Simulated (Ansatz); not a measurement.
Consider the substitution at a C–O bond: `OC[SiH2]Cl` + HCl → `ClC[SiH2]Cl` + H₂O.

Program: Ansatz. Geometries: PBE0-D4/def2-TZVP. ΔE: electronic, gas phase. CCSD(T)/CBS is the MP2 limit (def2-TZVPP, def2-QZVPP) plus CCSD(T) − MP2 in def2-TZVPP, frozen cores. This one scheme is used for every species. DFT in def2-TZVPP. Each species was taken in one conformer, which may not be the lowest.

```csv
level,ΔE (kcal/mol)
BLYP,-7.5
CCSD/def2-SVP,-4.0
CCSD/def2-TZVPP,-8.5
HF/CBS(def2),-8.2
```

Q: What does CCSD(T)/CBS give? (Best estimate.)

A: Ansatz gave: -10.2 kcal/mol. The listed levels differ from it by 2.7, 6.2, 1.7, 2.0 kcal/mol.

Q: What do rigid-rotor, harmonic-oscillator terms from PBE0-D4/def2-TZVP frequencies (298.15 K, 1 bar) make of the CCSD(T)/CBS value? (An estimate is asked.)

A: Ansatz gave: ΔZPE = +0.6 kcal/mol, ΔH = -9.3 kcal/mol, ΔS = 9 J/(mol·K), ΔG = -10.0 kcal/mol.

Largest T1 diagnostic among the species: 0.010.

In def2-TZVPP, CCSD(T) changes the Hartree–Fock value by −0.7 kcal/mol (the triples alone add −0.3 kcal/mol) and MP2 by −2.4 kcal/mol. Leaving LDA and LC-ωPBE aside and taking each functional with its dispersion term where it has one, the values, not all of them listed here, spread over 1.9 kcal/mol, from PBE-QIDH to CAM-B3LYP-D4. LDA lies +1.3 kcal/mol from PBE without D4.
